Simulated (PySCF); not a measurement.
C3H4BCl. Atoms are numbered in the order given.

```xyz
9

B      0.2485    -0.1533     0.1991
C     -1.0336    -0.9147    -0.1174
C     -2.0495    -1.5433    -0.3549
H     -2.9499    -2.0914    -0.5692
Cl     0.3853     1.4921    -0.4209
C      1.4197    -0.7966     1.0038
H      2.1728    -0.0729     1.3424
H      1.9197    -1.5251     0.3387
H      1.0455    -1.3812     1.8587
```
Charge 0, spin multiplicity 1.

Coordinates come from a PBE0-D3(BJ)/def2-SVP optimisation. This is a generated structure with no PubChem entry under its InChIKey; it may be hypothetical.

These are PySCF with TDA-PBE/def2-SVPD values and carry that method's errors.

Vertical excitations. The molecule is in vacuum.

```tsv
state	energy (eV)	λ (nm)	f	main pairs
S1	4.28	290	0.000	HOMO→LUMO 100 %
S2	4.59	270	0.001	HOMO−1→LUMO 100 %
S3	5.43	228	0.126	HOMO−2→LUMO 79 %, HOMO→LUMO+1 18 %
S4	6.31	196	0.089	HOMO−3→LUMO 89 %
S5	6.56	189	0.001	HOMO−4→LUMO 98 %
S6	6.79	183	0.019	HOMO−1→LUMO+1 89 %
S7	6.81	182	0.001	HOMO−5→LUMO 72 %, HOMO−2→LUMO+1 26 %
S8	6.89	180	0.001	HOMO−2→LUMO+1 73 %, HOMO−5→LUMO 24 %
S9	6.93	179	0.026	HOMO→LUMO+2 96 %
S10	7.26	171	0.071	HOMO−1→LUMO+2 98 %
T1	3.99	311	0	HOMO→LUMO 97 %
T2	4.02	308	0	HOMO−2→LUMO 96 %
T3	4.35	285	0	HOMO−1→LUMO 98 %
T4	5.27	235	0	HOMO−3→LUMO 95 %
```
Triplets are in the Tamm–Dancoff approximation.
